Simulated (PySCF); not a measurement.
CH8N2Si, SMILES N[SiH](N)C.

Geometry: B3LYP-D3(BJ)/def2-SVP. Other conformers were not sampled.

The numbers are results of TDDFT-PBE0/def2-SVPD run with PySCF, not measurements.

Vertical excitations.  State labels are in the subgroup Cs.

**Question.** List the lowest excited states. (Estimate from the structure and the level; the computed values follow.)

**Answer.** 
| state | symmetry | energy (eV) | λ (nm) | f | main pairs |
|---|---|---|---|---|---|
| S1 | A" | 6.11 | 203 | 0.058 | HOMO→LUMO 97 % |
| S2 | A' | 6.89 | 180 | 0.060 | HOMO→LUMO+2 58 %, HOMO−1→LUMO 40 % |
| S3 | A" | 6.99 | 177 | 0.007 | HOMO→LUMO+1 96 % |
| S4 | A' | 7.40 | 167 | 0.010 | HOMO−1→LUMO 58 %, HOMO→LUMO+2 40 % |
| S5 | A" | 7.58 | 164 | 0.000 | HOMO→LUMO+3 93 % |
| S6 | A' | 7.99 | 155 | 0.003 | HOMO−1→LUMO+1 86 % |
| S7 | A' | 8.17 | 152 | 0.003 | HOMO−2→LUMO 95 % |
| S8 | A" | 8.19 | 151 | 0.029 | HOMO−1→LUMO+2 72 %, HOMO→LUMO+5 17 % |
| S9 | A' | 8.33 | 149 | 0.003 | HOMO→LUMO+7 57 %, HOMO−1→LUMO+3 26 % |
| S10 | A" | 8.34 | 149 | 0.001 | HOMO→LUMO+5 79 %, HOMO−1→LUMO+2 16 % |
| T1 | A" | 5.77 | 215 | 0 | HOMO→LUMO 91 % |
| T2 | A' | 6.44 | 193 | 0 | HOMO→LUMO+2 62 %, HOMO−1→LUMO 34 % |
| T3 | A" | 6.87 | 181 | 0 | HOMO→LUMO+1 92 % |
| T4 | A' | 7.18 | 173 | 0 | HOMO−1→LUMO 58 %, HOMO→LUMO+2 34 % |
Triplets are in the Tamm–Dancoff approximation, which puts them higher than full response would, so one can lie above its singlet here.
